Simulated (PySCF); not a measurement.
Job file and geometry (Å, from PBE0-D3(BJ)/def2-SVP) of an NMR shielding run on `C#C[C@@H]1BCC[C@@H]1OC`, C₇H₁₁BO, PySCF, GIAO PBE0/pcSseg-1 NMR shielding, non-relativistic, gas phase; density fitting, a coarse starting grid and PySCF grid level 2 are the driver's defaults:

```
$ OMP_NUM_THREADS=1 python probes_run.py task.json out

{"job": {"kind": "nmr", "xc": "PBE0", "basis": "pcSseg-1"}, "charge": 0, "multiplicity": 1}
C     -1.535901     2.179582     0.665285
C     -0.904098     1.444836    -0.068986
C     -0.307304     0.450704    -0.944942
B     -1.677306    -0.344929    -1.061398
C     -1.567044    -1.590938    -0.115996
C     -0.283396    -1.373801     0.687326
C      0.629421    -0.529037    -0.197772
O      1.631136     0.048454     0.580175
C      2.578542     0.777164    -0.136135
H     -2.058021     2.854524     1.317741
H      0.112439     0.913645    -1.849359
H     -2.590612    -0.031245    -1.783598
H     -1.444580    -2.435837    -0.828746
H     -2.453428    -1.848739     0.482448
H     -0.492577    -0.781433     1.592825
H      0.215833    -2.297843     1.014792
H      1.089071    -1.170833    -0.982420
H      3.359189     1.094878     0.569168
H      3.052483     0.168900    -0.932775
H      2.148390     1.682567    -0.604826
```

Task: What does the program print?

Result: 
```
coarse grid: 16600 points
cycle   1  E = -372.7001245928  dE =  1.206e+00  |g| = 6.257e-01  |ddm| = 4.042e+00
cycle   2  E = -372.6539666539  dE =  4.616e-02  |g| = 8.150e-01  |ddm| = 1.557e+00
cycle   3  E = -372.7832664281  dE = -1.293e-01  |g| = 1.055e-01  |ddm| = 9.694e-01
cycle   4  E = -372.7850752285  dE = -1.809e-03  |g| = 3.759e-02  |ddm| = 1.235e-01
cycle   5  E = -372.7853865341  dE = -3.113e-04  |g| = 8.612e-03  |ddm| = 4.448e-02
cycle   6  E = -372.7853975374  dE = -1.100e-05  |g| = 5.462e-03  |ddm| = 1.090e-02
cycle   7  E = -372.7854045632  dE = -7.026e-06  |g| = 1.320e-03  |ddm| = 4.901e-03
final grid: 159968 points
cycle   8  E = -372.8507776430  dE = -4.882e-05  |g| = 1.288e-02  |ddm| = 5.651e-02
cycle   9  E = -372.8507310408  dE =  4.660e-05  |g| = 1.982e-02  |ddm| = 2.761e-02
cycle  10  E = -372.8508099748  dE = -7.893e-05  |g| = 3.477e-03  |ddm| = 1.820e-02
cycle  11  E = -372.8508129276  dE = -2.953e-06  |g| = 6.635e-04  |ddm| = 2.729e-03
cycle  12  E = -372.8508130219  dE = -9.437e-08  |g| = 2.026e-04  |ddm| = 7.495e-04
cycle  13  E = -372.8508130307  dE = -8.761e-09  |g| = 3.728e-05  |ddm| = 2.389e-04
cycle  14  E = -372.8508130310  dE = -2.913e-10  |g| = 1.193e-05  |ddm| = 5.240e-05
converged SCF energy = -372.8508130310

GIAO shielding tensors (ppm)
atom      isotropic    diamagn.    paramagn.     s11        s22        s33       span
  0 C       95.722     259.432    -163.711     12.022     27.206    247.937    235.915
  1 C      109.806     263.307    -153.500      3.788     34.068    291.564    287.776
  2 C      151.034     253.866    -102.832    128.017    144.169    180.916     52.899
  3 B       34.041     191.232    -157.191    -28.969     21.625    109.466    138.434
  4 C      158.579     252.234     -93.655    143.207    159.841    172.689     29.482
  5 C      153.718     247.286     -93.568    126.277    157.766    177.110     50.832
  6 C       97.381     244.436    -147.054     60.563     85.020    146.561     85.999
  7 O      297.007     396.663     -99.655    266.412    293.975    330.635     64.223
  8 C      127.213     243.687    -116.474     95.970    104.120    181.548     85.577
  9 H       29.102      33.020      -3.917     23.686     23.957     39.664     15.978
 10 H       28.149      29.978      -1.829     23.631     27.245     33.571      9.940
 11 H       24.892      28.253      -3.361     22.641     25.107     26.927      4.286
 12 H       30.723      29.059       1.665     25.319     28.844     38.007     12.688
 13 H       29.396      28.678       0.719     25.465     27.000     35.725     10.259
 14 H       29.365      31.195      -1.831     26.524     28.409     33.161      6.637
 15 H       29.378      30.193      -0.815     24.414     28.063     35.656     11.242
 16 H       27.891      32.577      -4.685     25.027     27.386     31.261      6.234
 17 H       27.536      27.702      -0.166     23.572     24.755     34.280     10.708
 18 H       28.354      28.401      -0.047     24.454     25.703     34.905     10.451
 19 H       27.772      29.473      -1.701     23.284     26.626     33.407     10.123
```

Task: Turn these shieldings into chemical shifts. References, each an isolated molecule treated in the same way: 13C (σ = 184.41 ppm) and 1H (σ = 31.27 ppm) vs TMS; BF3·OEt2 for 11B (σ = 100.73 ppm); H2O for 17O (σ = 334.56 ppm).

Result: Averaging equivalent atoms: C 0: 88.7; C 6: 87.0; C 1: 74.6; C 8: 57.2; C 2: 33.4; C 5: 30.7; C 4: 25.8; B 3: 66.7; O 7: 37.6; H 11: 6.38; H 17/18/19: 3.38; H 16: 3.38; H 10: 3.12; H 9: 2.16; H 14: 1.90; H 15: 1.89; H 13: 1.87; H 12: 0.54 ppm. Experimental scales use liquid or dissolved standards, which lie at an offset from isolated H2O (liquid H2O: subtract about 36 ppm).

Size and cost of the density-fitted run: 208 basis functions, 85 s wall time on 1 thread of an Arm Neoverse N1, shared host; peak memory 0.98 GiB.
